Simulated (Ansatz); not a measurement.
Consider the formal exchange of groups at a Ga–Sn bond: `[CH3][SnH2][GaH2]` + `C[SiH2]S[SiH3]` → `C[SiH2]S[SiH2][GaH2]` + `[CH3][SnH3]`.

Computed with Ansatz on PBE0-D4/def2-TZVP structures; ΔE is electronic, products minus reactants. CBS: MP2 limit from def2 TZ/QZ plus the TZ coupled-cluster correction, frozen cores. Functionals use def2-TZVPP. B3LYP here is the variant with VWN-RPA as its local correlation; programs differ in this. def2 core potentials past Kr. For Ga, Sn outer-core shells are correlated without core-valence functions, which leaves a few kJ/mol of doubt a bond. Scalar relativity is left out up to krypton. One conformer a species, not always the lowest.

`[CH3][SnH2][GaH2]`:

```xyz
10

C     1.331   -0.243   -1.195
Sn    0.337    0.555    0.536
Ga   -2.099   -0.355    0.873
H     2.337    0.170   -1.268
H     1.396   -1.329   -1.119
H     0.774    0.014   -2.096
H     1.301    0.194    1.911
H     0.328    2.266    0.399
H    -2.705   -1.438   -0.097
H    -3.000    0.166    2.055
```

`C[SiH2]S[SiH3]`:

Cartesian coordinates in Å:
```
C 1.741 1.529 -0.657
Si 0.751 0.036 -0.149
S -1.287 0.659 0.089
Si -2.121 -1.219 0.661
H 1.682 2.309 0.105
H 1.368 1.937 -1.599
H 2.791 1.257 -0.791
H 1.247 -0.531 1.135
H 0.822 -1.036 -1.178
H -1.499 -1.719 1.914
H -3.570 -0.986 0.876
H -1.926 -2.235 -0.405
```

`C[SiH2]S[SiH2][GaH2]`:

Cartesian coordinates in Å:
```
C 0.535 1.174 0.917
Si 1.578 -0.385 0.880
S 0.412 -2.127 0.490
Si -0.648 -1.455 -1.263
Ga -1.883 0.557 -0.745
H 0.300 1.525 -0.097
H 1.084 1.993 1.390
H -0.381 1.021 1.496
H 2.198 -0.618 2.208
H 2.648 -0.221 -0.139
H 0.315 -1.289 -2.388
H -1.547 -2.593 -1.604
H -1.751 1.852 -1.630
H -2.861 0.566 0.484
```

`[CH3][SnH3]`:

Cartesian coordinates in Å:
```
C -0.623 -0.641 0.725
Sn 0.536 0.551 -0.623
H 0.022 -1.351 1.242
H -1.386 -1.191 0.173
H -1.110 -0.002 1.462
H 1.738 1.409 0.237
H 1.295 -0.447 -1.785
H -0.471 1.671 -1.431
```

| species | B3LYP energy (Eh) |
| --- | --- |
| `[CH3][SnH2][GaH2]` | -2181.59609 |
| `C[SiH2]S[SiH3]` | -1020.26690 |
| `C[SiH2]S[SiH2][GaH2]` | -2945.75936 |
| `[CH3][SnH3]` | -256.08661 |

Task: Work out ΔE.

Result: ΔE = (-2945.75936) + (-256.08661) − (-2181.59609) − (-1020.26690) = 0.01702 Eh = +44.7 kJ/mol. CCSD(T)/CBS gives +33.2 kJ/mol.

Largest T1 diagnostic among the species: 0.013.

Leaving LDA and LC-ωPBE aside and taking each functional with its dispersion term where it has one, the values, not all of them listed here, spread over 22.8 kJ/mol, from B97M-V to B2PLYP. LDA lies −16.9 kJ/mol from PBE without D4. In def2-TZVPP, CCSD(T) changes the Hartree–Fock value by −25.6 kJ/mol (the triples alone add −4.1 kJ/mol) and MP2 by −20.7 kJ/mol.
